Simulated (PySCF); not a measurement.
**How methods differ on the ionisation energy of Cs(46+)**

Cs(46+) [He] 2s2 2p5 [2p1/2^2 2p3/2^3, M_J = 3/2] → Cs(47+) [He] 2s2 2p4 [2p1/2^2 2p3/2^2, M_J = 2], as a difference of total energies. Calculation: PySCF 2.14, in an even-tempered Gaussian basis (17 s from 25 bohr⁻², ratio 2.4; 13 p from 33 bohr⁻², ratio 2.4; 5 d from 120 bohr⁻², ratio 2.6; 4 f from 180 bohr⁻², ratio 2.6); the two-component X2C-1e Hamiltonian. Correlated levels: nothing frozen; the 32 highest virtual spinors dropped. "Screened" scales the spin-orbit matrix elements by Boettger's factors to mimic the two-electron term; Breit and QED terms are absent.

```
                    method  ionisation energy (eV)
           GHF (spin-free)                  8338.9
          GMP2 (spin-free)                  8340.5
 GHF (screened spin-orbit)                  8231.1
GMP2 (screened spin-orbit)                  8232.6
```

For this ion Breit and QED terms and the two-electron picture change, all absent here, outweigh the correlation shift from GHF to GMP2.

The spin-free rows relax to the high-spin LS determinant and lack the spin-orbit shift.

The labels give the starting determinants; with spin-orbit coupling the two ends relaxed to ⟨J²⟩ = 3.75, ⟨L²⟩ = 2.01, ⟨S²⟩ = 0.76 and ⟨J²⟩ = 6.00, ⟨L²⟩ = 3.20, ⟨S²⟩ = 1.41.

For comparison: 8224 ± 4 eV (theoretical estimate listed by NIST; NIST Atomic Spectra Database, ionization energies).
